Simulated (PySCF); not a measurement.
H5BN, charge +1, singlet, at a GFN2-xTB geometry, with bond 5-2 at 2.0 times its length.

Input for PySCF:
```python
from pyscf import gto, scf, dft

mol = gto.Mole()
mol.atom = '''
    B     0.882639    0.092840   -0.007377
    N    -0.616010   -0.067843   -0.009475
    H     1.537489   -0.852543    0.171414
    H     1.320212    1.160973   -0.156671
    H    -1.245079    0.220883    1.932126
    H    -0.927964   -1.006052   -0.287862
    H    -1.100315    0.631803   -0.584997
'''
mol.basis = '6-31g*'
mol.charge = 1
mol.spin = 0
mol.verbose = 4
mol.build()

mf = dft.RKS(mol)
mf.xc = 'b3lyp'
mf.kernel()
mf.analyze()
```

Q: What is the computed total energy (B3LYP/6-31G* (PySCF))?

A: -82.1865 Eh

Q: What nuclear repulsion energy does B3LYP/6-31G* give?

A: 34.5183 Eh

Q: Estimate the HOMO energy that B3LYP/6-31G* returns for this input.

A: -15.20 eV

Q: What number of basis functions does B3LYP/6-31G* give?

A: 38

Q: Predict the HOMO-LUMO gap from B3LYP/6-31G*.

A: 3.29 eV
